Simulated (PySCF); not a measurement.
**Deuteron quadrupole couplings in `FC(F)=C(F)/C=C\[C@@H]1C[SiH2]1`**

C6H7F3Si.
Cartesian coordinates in Å at the PBE0-D3(BJ)/def2-SVP level; atoms count from 1:
```xyz
17
C6H7F3Si angstrom
F      3.753   -1.622   -1.418
C      3.248   -0.892   -0.457
F      4.160   -0.492    0.396
C      1.946   -0.581   -0.343
F      1.133   -1.063   -1.291
C      1.396    0.222    0.723
C      0.109    0.587    0.905
C     -1.070    0.269    0.093
C     -2.310    1.177    0.195
Si    -2.595   -0.515    0.893
H      2.134    0.556    1.455
H     -0.089    1.196    1.795
H     -0.859   -0.111   -0.910
H     -2.226    2.020    0.891
H     -2.778    1.462   -0.753
H     -3.363   -1.517    0.115
H     -2.605   -0.687    2.367
```

Level: PBE0/pcSseg-1 (PySCF, non-relativistic); Q(2H) = 0.00286 b; rigid geometry, the same for H and D, with no vibrational averaging.

Task: Rank these positions by the coupling χzz of a deuteron there, largest first.
A. H15 (methylene hydrogen)
B. H12 (vinylic hydrogen)
C. H16 (Si–H hydrogen)
D. H11 (vinylic hydrogen)

Result: A (207 kHz), D (203 kHz), B (198 kHz), C (99 kHz).

Task: What are Vzz, η and χzz (234.96 MHz × Q × Vzz) at all hydrogens?

Result: 
| atom | bonded to | bond length (Å) | Vzz (au) | η | χzz (kHz) |
| --- | --- | --- | --- | --- | --- |
| H11 | C6 | 1.092 | 0.3021 | 0.12 | 203 |
| H12 | C7 | 1.097 | 0.2949 | 0.09 | 198 |
| H13 | C8 | 1.093 | 0.3017 | 0.10 | 203 |
| H14 | C9 | 1.096 | 0.3057 | 0.09 | 205 |
| H15 | C9 | 1.095 | 0.3087 | 0.08 | 207 |
| H16 | Si10 | 1.483 | 0.1480 | 0.07 | 99 |
| H17 | Si10 | 1.483 | 0.1484 | 0.08 | 100 |

Task: Average by the element that carries the hydrogen.

Result: on C: 203 kHz over 5 positions, mean bond length 1.095 Å; on Si: 100 kHz over 2 positions, mean bond length 1.483 Å.

Task: Give the 2H NMR doublet splittings at H13 for a magnetic field along the z, y and x axes of the gradient: 3χ/2, 3χ(1 + η)/4, 3χ(1 − η)/4.

Result: With |χ| = 202.7 kHz and η = 0.102: 304, 168 and 137 kHz, to first order and without motion.

Geometry: PBE0-D3(BJ)/def2-SVP, one conformer, isolated molecule. These gradients aren't converged with respect to the basis.
